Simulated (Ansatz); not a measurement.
Reaction (hydrogenolysis of the As–C bond): `C[As](C)C` + H₂ → `C[AsH]C` + CH₄

Isolated molecules relaxed with PBE0-D4/def2-TZVP in Ansatz; ΔE leaves out vibrations. CCSD(T)/CBS is the MP2 limit (def2-TZVPP, def2-QZVPP) plus CCSD(T) − MP2 in def2-TZVPP, frozen cores. This one scheme is used for every species. DFT in def2-TZVPP. B3LYP here is the variant with VWN-RPA as its local correlation; programs differ in this. HSE06 is defined as in plane-wave codes. For As outer-core shells are correlated without core-valence functions, which leaves a few kJ/mol of doubt a bond. Scalar relativity is left out up to krypton.

```
             level  ΔE (kJ/mol)  difference from CCSD(T)/CBS
         r2SCAN-D4        -46.9                         -3.0
          B3LYP-D4        -49.4                         -5.5
        r2SCANh-D4        -47.9                         -4.0
          HSE06-D4        -48.6                         -4.7
            B2PLYP        -52.2                         -8.3
          PBE-QIDH        -48.0                         -4.1
            r2SCAN        -48.7                         -4.8
             BHLYP        -62.4                        -18.5
RPA@PBE/def2-TZVPP        -44.1                         -0.2
SCS-MP2/def2-TZVPP        -43.3                          0.6
       CCSD(T)/CBS        -43.9                            0
```

Largest T1 diagnostic among the species: 0.010.

From BLYP to BHLYP (50 % exact exchange), in def2-TZVPP and without D4, ΔE moves by −3.1 kJ/mol. At CCSD(T), def2-SVP lies −17.1 kJ/mol from the extrapolated value and def2-TZVPP −0.6 kJ/mol. The D4 term adds +10.8 kJ/mol with B3LYP and +5.9 kJ/mol with PBE0; it sums over pairs of atoms, weighted by their polarisabilities, and B3LYP, whose exchange is more repulsive, gets the larger term.
